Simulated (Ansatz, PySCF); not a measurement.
Reaction (SMILES): O[Si](O)(O)F → [OH] (HO) + O[Si](O)F (the O-Si bond at the site shown breaks; other sites are not compared here)
Geometries: B3LYP-D3(BJ)/def2-TZVP minima from Ansatz (a program for electronic structure), one conformer each, not searched for the lowest. Frequencies are from Ansatz or PySCF.

Quantity: bond dissociation energy (enthalpy at 298 K, with B3LYP-D3(BJ) rigid-rotor harmonic-oscillator terms), in kJ/mol. Cores are frozen in the correlated levels unless marked. Open shells are spin-unrestricted. No spin-orbit coupling. Non-relativistic. Basis-set limits of correlation are two-point, X^-3; Hartree-Fock from the larger set (for Q and 5 zeta extrapolated as (X+1)exp(-9√X)). [CCSD(T)-MP2]/basis is that difference in the basis named.

| level | program | bond dissociation energy (kJ/mol) |
|---|---|---|
| PBE-D3(BJ)/def2-TZVPD | Ansatz + dftd3 | 547.4 |
| PBE-D4/def2-TZVPD | Ansatz + dftd4 | 548.8 |
| r2SCANh-D4/def2-TZVPD | Ansatz + dftd4 | 549.2 |
| HSE06-D4/def2-TZVPD | Ansatz + dftd4 | 552.6 |
| CAM-B3LYP/def2-TZVPD | Ansatz | 561.4 |
| B2GP-PLYP/def2-TZVPD | Ansatz | 567.4 |
| B2PLYP/def2-TZVPD | Ansatz | 560.7 |
| PBE-QIDH/def2-TZVPD | Ansatz | 570.7 |
| MP2/STO-3G | Ansatz | 392.9 |
| MP2/cc-pV(T+d)Z | Ansatz | 602.1 |
| MP2/CBS(cc-pV(Q+d)Z,cc-pV(5+d)Z) | Ansatz | 614.2 |
| CCSD(T)/cc-pV(T+d)Z | Ansatz | 575.8 |
| CCSD(T)/cc-pwCVTZ | Ansatz | 579.0 |
| RI-MP2/CBS(cc-pV(T+d)Z,cc-pV(Q+d)Z)+[CCSD(T)-MP2]/cc-pV(T+d)Z | Ansatz | 588.2 |
| CCSD(T)/CBS(cc-pV(Q+d)Z,cc-pV(5+d)Z) | Ansatz | 586.6 |
